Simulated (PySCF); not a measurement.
Cartesian coordinates (Å):
```xyz
3

Se    -0.0008     0.6843     0.0000
H     -1.0474    -0.3434     0.0000
H      1.0482    -0.3409     0.0000
```
Charge 0, multiplicity 1.

What dipole moment, adiabatic ionisation energy (no zero-point term) and total energy does TPSSh-D3(BJ)/def2-TZVP // PBE0-D3(BJ)/def2-TZVP (PySCF 2.14.0) give?


```json
{
 "dipole_moment": "0.75 D",
 "adiabatic ionisation energy (no zero-point term)": "9.78 eV",
 "total_energy": "-2402.6852 Ha"
}
```
